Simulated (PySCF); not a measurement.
**K²⁺: ionisation energy**

K²⁺ [Ne] 3s2 3p5 (2P) → K³⁺ [Ne] 3s2 3p4 (3P), as a difference of total energies. Computed with PySCF 2.14 in def2-TZVP, with no relativity, point nucleus. Correlated levels: valence: [Ne] 3s2 frozen. The calculations carry no spin-orbit coupling.

```csv
method,ionisation energy (eV),difference from reference (eV)
UHF,44.445,-1.358
TPSS,45.746,-0.057
M06-L,45.660,-0.143
MP2 (valence),45.427,-0.376
SCS-MP2 (valence),45.473,-0.330
CCSD (valence),45.472,-0.331
CCSD(T) (valence),45.477,-0.326
```

Reference: 45.803 eV (semi-empirical (NIST evaluation); NIST Atomic Spectra Database, ionization energies).

These non-relativistic numbers lack the scalar-relativistic shift.

The reference lies between the lowest fine-structure levels, while these numbers refer to the centres of the terms.

Errors of the correlated levels include the incompleteness of this basis and the frozen core.
